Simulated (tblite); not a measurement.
A geometry optimisation, step by step.

Compound: C5H7OS (doublet state).
SMILES with atom numbers: `[CH2:1][C:2](=[S:3])[C@H:4]([CH3:5])[CH:6]=[O:7]` (hydrogens: H8, H9 on C1; H10 on C4; H11, H12, H13 on C5; H14 on C6)
Bond orders are those of one Lewis drawing.

Computed with GFN2-xTB (tblite), gas phase: L-BFGS steps from a force-field or distance-geometry start until the largest atomic force falls under 0.01 eV/Å. 9 of its 207 geometries are shown.

Step 0: E = -581.9176 eV, largest atomic force 15.109 eV/Å
```
atom  x, y, z in Å  |  force x, y, z in eV/Å
C1      2.123    0.401    0.242   -0.006  -1.087  -1.582
C2      0.903   -0.252   -0.353    0.584   7.920  12.740
S3      0.945   -0.989   -1.571    1.823  -7.314 -13.095
C4     -0.384   -0.124    0.413   -0.514  -0.802   0.835
C5     -1.422   -0.889   -0.389   -0.613  -0.588  -0.073
C6     -0.766    1.304    0.570    2.540   2.154  -1.271
O7     -0.009    2.151    0.076   -2.019  -1.027   1.153
H8      2.768   -0.309    0.786   -0.434   0.738   0.045
H9      2.657    0.977   -0.540   -0.169  -0.287   0.779
H10    -0.224   -0.614    1.398   -0.285   0.313  -0.162
H11    -1.537   -0.438   -1.409   -0.136  -0.404   1.008
H12    -2.375   -0.900    0.160    0.232  -0.120  -0.439
H13    -1.008   -1.925   -0.509   -0.905   0.752   0.067
H14    -1.673    1.607    1.102   -0.098  -0.248  -0.006
```

Step 26: E = -584.9554 eV, largest atomic force 0.132 eV/Å
```
atom  x, y, z in Å  |  force x, y, z in eV/Å
C1      2.184    0.187    0.108   -0.017  -0.005  -0.101
C2      1.019   -0.198   -0.443   -0.027   0.046  -0.052
S3      0.954   -0.621   -2.111    0.027  -0.029   0.069
C4     -0.275   -0.172    0.343    0.114  -0.006  -0.066
C5     -1.441   -0.906   -0.318    0.010  -0.011   0.006
C6     -0.707    1.265    0.561    0.107   0.038  -0.013
O7     -0.096    2.240    0.239    0.000   0.054   0.057
H8      2.250    0.503    1.135   -0.032  -0.035   0.042
H9      3.093    0.225   -0.472   -0.107  -0.033   0.038
H10    -0.093   -0.612    1.331   -0.004   0.057   0.031
H11    -1.647   -0.473   -1.293   -0.030  -0.021  -0.050
H12    -2.330   -0.818    0.299   -0.059  -0.012   0.031
H13    -1.214   -1.960   -0.446    0.067  -0.050  -0.029
H14    -1.698    1.338    1.045   -0.049   0.007   0.037
```

Step 52: E = -584.9736 eV, largest atomic force 0.075 eV/Å
```
atom  x, y, z in Å  |  force x, y, z in eV/Å
C1      2.171    0.180    0.093   -0.006  -0.016  -0.039
C2      1.001   -0.181   -0.459   -0.001   0.014  -0.034
S3      0.953   -0.653   -2.114   -0.032  -0.009   0.006
C4     -0.293   -0.133    0.320    0.074  -0.002  -0.013
C5     -1.436   -0.925   -0.315    0.039   0.000   0.035
C6     -0.706    1.306    0.568    0.033   0.031  -0.058
O7     -0.009    2.271    0.454   -0.013  -0.057   0.030
H8      2.246    0.502    1.117   -0.021  -0.015   0.003
H9      3.076    0.167   -0.490   -0.012   0.031   0.044
H10    -0.096   -0.548    1.319   -0.011   0.017   0.025
H11    -1.708   -0.509   -1.283    0.014   0.011   0.036
H12    -2.308   -0.913    0.335   -0.028   0.027  -0.008
H13    -1.129   -1.957   -0.460   -0.005  -0.025  -0.028
H14    -1.761    1.392    0.892   -0.030  -0.006   0.000
```

Step 77: E = -584.9822 eV, largest atomic force 0.020 eV/Å
```
atom  x, y, z in Å  |  force x, y, z in eV/Å
C1      2.162    0.187    0.074   -0.004  -0.002   0.005
C2      0.992   -0.178   -0.477   -0.002  -0.004   0.002
S3      0.913   -0.638   -2.131   -0.010   0.008  -0.001
C4     -0.290   -0.141    0.325    0.000   0.009   0.001
C5     -1.437   -0.945   -0.274    0.002  -0.001   0.002
C6     -0.691    1.310    0.542    0.008   0.011   0.015
O7      0.064    2.215    0.743   -0.010  -0.011   0.000
H8      2.227    0.482    1.107    0.009   0.008  -0.002
H9      3.069    0.210   -0.506   -0.006  -0.004  -0.004
H10    -0.060   -0.528    1.328   -0.004   0.005  -0.005
H11    -1.757   -0.513   -1.220    0.010  -0.003  -0.002
H12    -2.281   -0.956    0.411   -0.013  -0.006  -0.014
H13    -1.125   -1.970   -0.458    0.003  -0.007   0.009
H14    -1.787    1.467    0.514    0.017  -0.003  -0.006
```

Step 103: E = -584.9879 eV, largest atomic force 0.105 eV/Å
```
atom  x, y, z in Å  |  force x, y, z in eV/Å
C1      2.151    0.193    0.049   -0.001  -0.001   0.000
C2      0.970   -0.163   -0.483    0.000  -0.004  -0.002
S3      0.849   -0.571   -2.148    0.012  -0.003   0.006
C4     -0.297   -0.149    0.350   -0.004   0.011  -0.006
C5     -1.434   -0.969   -0.240   -0.010  -0.002   0.007
C6     -0.675    1.311    0.538    0.018   0.063  -0.002
O7      0.046    2.148    1.000   -0.086  -0.060  -0.005
H8      2.232    0.475    1.085    0.024  -0.006  -0.010
H9      3.043    0.228   -0.551    0.002  -0.006   0.013
H10    -0.044   -0.534    1.346    0.039   0.018  -0.014
H11    -1.728   -0.580   -1.213   -0.007   0.010   0.011
H12    -2.296   -0.947    0.422   -0.016   0.004   0.002
H13    -1.121   -2.002   -0.368   -0.007  -0.003  -0.006
H14    -1.698    1.559    0.191    0.035  -0.021   0.004
```

Step 129: E = -585.0108 eV, largest atomic force 0.086 eV/Å
```
atom  x, y, z in Å  |  force x, y, z in eV/Å
C1      2.159    0.176   -0.023   -0.017   0.000   0.012
C2      0.944   -0.117   -0.517   -0.009  -0.011  -0.003
S3      0.741   -0.405   -2.199    0.003   0.025  -0.012
C4     -0.279   -0.147    0.382   -0.011   0.015   0.003
C5     -1.426   -0.994   -0.155   -0.005   0.005   0.006
C6     -0.688    1.308    0.519   -0.019   0.042   0.003
O7     -0.312    2.042    1.386   -0.022  -0.048  -0.060
H8      2.304    0.380    1.024    0.002  -0.002   0.003
H9      3.025    0.222   -0.661   -0.011  -0.012   0.009
H10     0.036   -0.503    1.368   -0.001   0.020   0.007
H11    -1.627   -0.754   -1.196   -0.022   0.025  -0.004
H12    -2.330   -0.816    0.423    0.010  -0.008   0.040
H13    -1.178   -2.050   -0.088    0.032  -0.004  -0.022
H14    -1.369    1.657   -0.284    0.069  -0.047   0.019
```

Step 154: E = -585.0347 eV, largest atomic force 0.036 eV/Å
```
atom  x, y, z in Å  |  force x, y, z in eV/Å
C1      2.170    0.096   -0.030    0.003  -0.012   0.010
C2      0.931   -0.100   -0.509    0.001  -0.020  -0.008
S3      0.665   -0.294   -2.197   -0.008   0.021  -0.023
C4     -0.276   -0.099    0.404    0.001   0.000   0.005
C5     -1.403   -1.002   -0.083   -0.008  -0.010  -0.001
C6     -0.718    1.348    0.428    0.023   0.025   0.011
O7     -0.574    2.095    1.351   -0.016   0.001  -0.010
H8      2.346    0.242    1.022    0.017  -0.008   0.011
H9      3.025    0.109   -0.683    0.004   0.001   0.005
H10     0.041   -0.388    1.411    0.012   0.010   0.007
H11    -1.808   -0.641   -1.026    0.011  -0.008  -0.018
H12    -2.205   -1.030    0.651   -0.003   0.007   0.017
H13    -1.030   -2.013   -0.231   -0.004  -0.009  -0.003
H14    -1.163    1.677   -0.530   -0.032   0.002  -0.003
```

Step 180: E = -585.0588 eV, largest atomic force 0.026 eV/Å
```
atom  x, y, z in Å  |  force x, y, z in eV/Å
C1      2.200   -0.170   -0.116    0.001  -0.001  -0.003
C2      0.940    0.037   -0.527    0.013   0.007  -0.015
S3      0.591    0.305   -2.195   -0.006   0.009   0.010
C4     -0.227    0.058    0.423    0.002  -0.004  -0.003
C5     -1.271   -1.004    0.049   -0.003   0.002  -0.001
C6     -0.906    1.407    0.341   -0.021  -0.012   0.009
O7     -1.255    2.060    1.278    0.021   0.005  -0.008
H8      2.434   -0.342    0.920   -0.003  -0.002   0.018
H9      3.019   -0.183   -0.813   -0.003  -0.005  -0.005
H10     0.120   -0.112    1.446   -0.007   0.008   0.000
H11    -1.636   -0.836   -0.962    0.002  -0.009   0.005
H12    -2.111   -0.963    0.740    0.009  -0.003  -0.005
H13    -0.823   -1.994    0.099   -0.005   0.017  -0.003
H14    -1.075    1.735   -0.705   -0.001  -0.011   0.003
```

Step 206: E = -585.0607 eV, largest atomic force 0.009 eV/Å
```
atom  x, y, z in Å  |  force x, y, z in eV/Å
C1      2.194   -0.161   -0.092   -0.001   0.001  -0.001
C2      0.939    0.050   -0.516    0.003   0.000   0.001
S3      0.606    0.341   -2.182    0.000  -0.001   0.001
C4     -0.240    0.050    0.422    0.000   0.002   0.000
C5     -1.268   -1.016    0.025    0.003   0.002   0.003
C6     -0.907    1.405    0.343   -0.004   0.006   0.005
O7     -1.145    2.112    1.274    0.003  -0.004  -0.007
H8      2.415   -0.347    0.945   -0.003   0.000   0.000
H9      3.021   -0.165   -0.780    0.000   0.000  -0.001
H10     0.101   -0.123    1.448    0.000  -0.001  -0.002
H11    -1.621   -0.844   -0.989    0.000   0.000  -0.001
H12    -2.117   -0.990    0.704   -0.003   0.000   0.002
H13    -0.811   -2.001    0.073   -0.001  -0.005  -0.002
H14    -1.167    1.688   -0.698    0.001  -0.001   0.002
```

**Question.** Summarise the path.

**Answer.** The energy falls by 303.26 kJ/mol from step 0 to step 206; nine tenths of that is first reached at step 16. It rises by more than 0.2 meV at steps 55, 89, 92, 95, 98, 101, 104 and 107 and others. The largest force goes from 15.109 to 0.009 eV/Å. Among the bonds C2=S3 changes most, from 1.424 to 1.724 Å; the atoms move by 0.930 Å rms after alignment.

**Question.** Follow the three bonds and two angles with the largest change from start to end.

**Answer.** 
```
step  E above end (kJ/mol)  largest force (eV/Å)  C2=S3 (Å)  C1–C2 (Å)  C6=O7 (Å)  C2–C1–H9 (°)  C4–C6–H14 (°)
   0                303.26                15.109      1.424      1.507      1.239         109.7          122.0
   9                 86.47                 0.726      1.692      1.384      1.201         119.1          111.4
  18                 15.49                 0.526      1.726      1.349      1.196         118.6          110.4
  27                  9.94                 0.121      1.724      1.345      1.195         121.2          112.5
  36                  9.06                 0.045      1.720      1.343      1.195         121.2          111.8
  45                  8.82                 0.052      1.720      1.344      1.195         121.5          112.0
  54                  8.26                 0.247      1.722      1.344      1.193         120.3          112.7
  63                  7.86                 0.046      1.721      1.343      1.196         121.1          112.6
  72                  7.63                 0.059      1.719      1.344      1.196         121.1          112.8
  81                  7.53                 0.045      1.719      1.344      1.196         121.1          113.2
  90                  7.33                 0.051      1.718      1.344      1.196         121.3          113.8
  99                  7.16                 0.053      1.718      1.344      1.197         121.2          114.0
 107                  8.58                 1.554      1.719      1.344      1.214         120.9          113.2
 116                  6.39                 0.768      1.718      1.344      1.205         121.1          113.3
 125                  5.25                 0.115      1.718      1.345      1.196         121.2          113.9
 134                  4.42                 0.071      1.720      1.344      1.196         121.2          112.4
 143                  2.99                 0.155      1.720      1.344      1.197         120.8          112.4
 152                  2.53                 0.020      1.720      1.343      1.195         121.3          112.8
 161                  1.98                 0.102      1.725      1.343      1.195         120.4          112.6
 170                  0.58                 0.074      1.724      1.342      1.193         121.6          112.6
 179                  0.19                 0.031      1.725      1.341      1.194         121.4          112.5
 188                  0.15                 0.022      1.725      1.341      1.194         121.2          112.5
 197                  0.06                 0.028      1.725      1.341      1.194         121.1          112.6
 206                  0.00                 0.009      1.724      1.341      1.194         121.2          112.5
```

The cost below is that of the whole relaxation. Time: 2.5 s. Hardware: an AMD EPYC with one thread, no GPU, shared host.
